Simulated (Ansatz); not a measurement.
A nudged elastic band was laid between two geometries of AlBH₅NO (9 atoms, charge 0, multiplicity 1).

Theory: RKS revPBE/def2-SVP (Ansatz 0.2.0).

```
movable images  : 5
climbing image  : yes
spring          : 0.5 eV/Å²
optimiser       : quadratic models (default)
start path      : through a guess of the saddle point
force threshold : 0.05 eV/Å
iteration limit : 60
end points      : relaxed
```

Initial state:

```xyz
9
Properties=species:S:1:pos:R:3
N 0.177 1.448 -1.262
B 0.766 0.585 -0.306
O 0.029 -0.376 0.343
Al -0.695 -1.635 1.255
H -0.809 1.411 -1.522
H 0.710 2.166 -1.751
H 1.961 0.713 -0.065
H -0.700 -3.104 0.630
H -1.350 -1.256 2.660
```

Final state:

```xyz
9
Properties=species:S:1:pos:R:3
N 0.484 1.640 -0.893
B 0.225 0.249 -0.952
O -0.107 -0.467 0.173
Al -0.539 -1.540 1.439
H 0.733 2.185 -1.717
H 0.443 2.184 -0.030
H 0.305 -0.312 -2.039
H 0.637 -2.272 2.232
H -2.091 -1.715 1.770
```

(1) Which bonds break or form, and what moves?

(2) Give the energies along the band, and the barrier.

(3) What is the geometry of the highest image?

The band took 49 iterations and of the order of 7 core-minutes.

Answers

(1) No bond is made or broken. The height of N1 over the plane of its neighbours goes from 0.00 to 0.00 Å. The two ends are copies of one structure, up to a mirror image or an exchange of like atoms.

(2) The run converged. The highest image is number 3 of 0 to 6, 87.2 kJ/mol above the ends, which have the same energy within 2 meV. Beside the main top the profile has a ripple of under 15 meV (maxima at images 3, 5), which may be a very shallow well or noise. Another band between the same ends (5 images) ends at a top of the same energy, where a vibrational analysis finds 1 clearly imaginary mode.

| image | path coordinate (Å) | energy (kJ/mol) | height of N1 over the plane of its neighbours (Å) |
| --- | --- | --- | --- |
| 0 | 0.00 | 0.0 | 0.00 |
| 1 | 0.75 | 4.7 | 0.05 |
| 2 | 1.49 | 51.9 | 0.30 |
| 3 | 2.23 | 87.2 | 0.42 |
| 4 | 4.12 | 2.5 | -0.01 |
| 5 | 6.02 | 3.4 | 0.00 |
| 6 | 7.91 | 0.0 | 0.00 |

(3) 
```xyz
9
Properties=species:S:1:pos:R:3
N 0.331 1.587 -1.316
B 0.880 0.555 -0.404
O 0.096 -0.331 0.276
Al -0.674 -1.543 1.238
H -0.248 1.131 -2.040
H -0.348 2.171 -0.803
H 2.092 0.470 -0.235
H -0.950 -2.951 0.547
H -1.090 -1.136 2.721
```

Time of the run: 7.3 min on 1 thread of Arm Neoverse V2, on a shared host, peak memory 0.11 GiB.
